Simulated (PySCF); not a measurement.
2-hydroxy-3H-oxaborole (C₃H₅BO₂), SMILES O1C=CCB1O. Atoms are numbered in the order given.

```xyz
11

O     -0.1112    -2.1180     0.0000
B      0.0034    -0.7613     0.0000
C      1.2669     0.2158     0.0000
C      0.5491     1.5459     0.0000
C     -0.7837     1.3319     0.0000
O     -1.1679    -0.0008     0.0000
H      0.7572    -2.5543     0.0000
H      1.9270     0.0789    -0.8868
H      1.9270     0.0789     0.8868
H      1.0222     2.5373     0.0000
H     -1.6119     2.0548     0.0000
```

The structure is a stationary point at PBE-D3(BJ)/def2-SVP. The values are those of a single conformer.

Computed with PBE0/def2-TZVP (PySCF).

ESP charges are fitted to the potential on shells at 1.4 to 2.0 van der Waals radii. Atomic charges (e):

```csv
atom,ESP fit,IAO
O1,?,-0.53
B2,0.57,0.54
C3,-0.19,-0.46
C4,?,-0.22
C5,-0.17,0.05
O6,?,-0.39
H7,?,0.38
H8,0.07,0.16
H9,0.07,0.16
H10,?,0.16
H11,0.19,0.16
```

**Question.** Complete the blanks. (Estimate from the structure and the level; the computed values follow.)

**Answer.** 
- O1, ESP fit: -0.62
- C4, ESP fit: -0.20
- O6, ESP fit: -0.24
- H7, ESP fit: 0.39
- H10, ESP fit: 0.13

Computed Mayer and Wiberg (Löwdin basis) orders of the bonds:
```csv
bond,Mayer,Wiberg
O1–B2,1.36,2.01
B2–C3,1.05,1.15
C3–C4,1.02,1.19
C4–C5,1.86,1.99
B2–O6,1.16,1.67
C5–O6,1.03,1.43
O1–H7,0.87,0.94
C3–H8,0.93,0.81
C3–H9,0.93,0.81
C4–H10,0.95,0.85
C5–H11,0.97,0.87
```
